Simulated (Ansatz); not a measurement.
`[F][Ge]([F])([F])[I]` + `CNC` → `C[N](C)[Ge]([F])([F])[F]` + HI at 700 K and 1 bar (ligand exchange at a Ge–I bond).

Isolated molecules relaxed with PBE0-D4/def2-TZVP in Ansatz; ΔE leaves out vibrations. CCSD(T)/CBS adds triple-zeta CCSD(T) − MP2 to the extrapolated MP2 energy (def2 sets, frozen cores). Elements past krypton have def2 core potentials. For Ge, I outer-core shells are correlated without core-valence functions, which leaves a few kJ/mol of doubt a bond. Scalar relativity is left out up to krypton. One conformer a species, not always the lowest.

```csv
species,CCSD(T)/CBS energy (Eh),H − E (kJ/mol),S (J/(mol·K))
`[F][Ge]([F])([F])[I]`,-2673.08048,79.6,429.4
`CNC`,-135.00321,296.9,352.4
`C[N](C)[Ge]([F])([F])[F]`,-2510.03269,335.1,553.6
HI,-298.03592,34.6,231.7
```

H − E and S are ideal-gas, rigid-rotor, harmonic terms from PBE0-D4/def2-TZVP, for one conformer and one mirror image of each species. 1 Eh = 2625.50 kJ/mol, R = 8.31446 J/(mol·K).

Problem. By hand: ΔE, ΔH, ΔS and ΔG.

Solution. ΔE = (-2510.03269) + (-298.03592) − (-2673.08048) − (-135.00321) = 0.01508 Eh = 39.6 kJ/mol. Δ(H − E) = 335.1 + 34.6 − 79.6 − 296.9 = -6.8, so ΔH = 32.8 kJ/mol. ΔS = 553.6 + 231.7 − 429.4 − 352.4 = 3.5 J/(mol·K). ΔG = 32.8 − 700 × (3.5)/1000 = 30.3 kJ/mol.

Problem. By hand: the equilibrium constant, and the temperature at which ΔG would vanish if ΔH and ΔS stayed fixed.

Solution. log₁₀ K = −ΔG/(RT ln 10) = -2.3. ΔG = 0 at ΔH/ΔS = 9371 K, far beyond where these terms or the molecules hold.

The number of gas molecules stays the same, so ΔS is small and ΔH decides. A doubt of 5 kJ/mol in ΔE shifts log₁₀ K by 0.4 here. Other conformers and mirror images would add mixing entropy, several J/(mol·K) or more a flexible species. Modes under 60 cm⁻¹, often nearly free rotors, make the harmonic entropy too high. These are equilibria of isolated gas molecules and say nothing of rates. Largest T1 diagnostic: 0.012 (customary marks: 0.02 for closed shells, 0.045 for open ones).
